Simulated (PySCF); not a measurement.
**Stretching CuN**

Set-up: PySCF, no relativity, basis sets Cu def2-TZVPPD, N def2-TZVPPD. Energies in eV from Cu (3d10 4s1) + N in their ground configurations at the same level. State: ³Σ⁻ (triplet), unpaired electrons π ↑↑.

All columns are PBE0. A positive dipole means Cu(−)N(+).

| R (Å) | E (eV) | μ (D) | Mulliken charge on Cu (basis-dependent) | HOMO (eV) | LUMO (eV) | Mayer bond order | ⟨S²⟩ |
| --- | --- | --- | --- | --- | --- | --- | --- |
| 1.560 | -1.082 | -3.37 | 0.42 | -6.37 | -2.42 | 1.55 | 2.04 |
| 1.633 | -1.459 | -3.51 | 0.29 | -6.37 | -2.45 | 1.48 | 2.04 |
| 1.705 | -1.659 | -3.61 | 0.20 | -6.35 | -2.48 | 1.39 | 2.05 |
| 1.760 | -1.727 | -3.66 | 0.15 | -6.34 | -2.50 | 1.33 | 2.06 |
| 1.814 | -1.743 | -3.70 | 0.12 | -6.31 | -2.52 | 1.26 | 2.06 |
| 1.868 | -1.721 | -3.72 | 0.11 | -6.29 | -2.55 | 1.20 | 2.07 |
| 1.941 | -1.650 | -3.71 | 0.11 | -6.25 | -2.58 | 1.12 | 2.09 |
| 2.032 | -1.517 | -3.67 | 0.13 | -6.18 | -2.61 | 1.03 | 2.12 |
| 2.140 | -1.325 | -3.53 | 0.14 | -6.10 | -2.65 | 0.92 | 2.18 |
| 2.286 | -1.062 | -3.23 | 0.15 | -5.98 | -2.70 | 0.77 | 2.29 |

A fit through these points gives, at Re = 1.807 Å, μ = -3.70 D and dμ/dR = -0.509 D/Å; the reduced mass is 11.45 u.

**Question.** How strong is the fundamental in the double-harmonic approximation, I = 42.26·(dμ/dR)²/μred km/mol?

**Answer.** I = 42.26·(-0.509)²/11.45 = 0.956 km/mol at PBE0.

⟨S²⟩ of the unrestricted solution departs from its pure value on part of the curve, where spin states mix. With d or f electrons several states lie close, and the lowest PBE0 determinant need not be the measured ground state.
